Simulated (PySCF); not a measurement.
Ta(O)(F)(OH)2 (FH2O3Ta), SMILES [Ta]([OH])([F])(=[O])[OH], multiplicity 1.

Coordinates come from a B3LYP-D3(BJ)/def2-SVP optimisation. The spin state was assumed, not searched. The structure was generated by enumeration; whether it is a known compound was not checked. The def2 effective core potentials stand for the cores of Ta; spin–orbit coupling is left out. The values are those of a single conformer.

Method: HF/def2-TZVP (PySCF).

Symmetry labels are those of the subgroup Cs that the program uses (full group Cs).

Computed valence orbital energies around the gap with their symmetry:
| orbital | symmetry | energy (eV) |
|---|---|---|
| HOMO−7 | A" | -17.81 |
| HOMO−6 | A' | -15.99 |
| HOMO−5 | A" | -15.27 |
| HOMO−4 | A' | -15.02 |
| HOMO−3 | A" | -14.39 |
| HOMO−2 | A' | -13.99 |
| HOMO−1 | A' | -13.31 |
| HOMO | A" | -13.29 |
| LUMO | A' | 1.81 |
| LUMO+1 | A" | 3.07 |
| LUMO+2 | A' | 3.39 |
| LUMO+3 | A" | 3.58 |
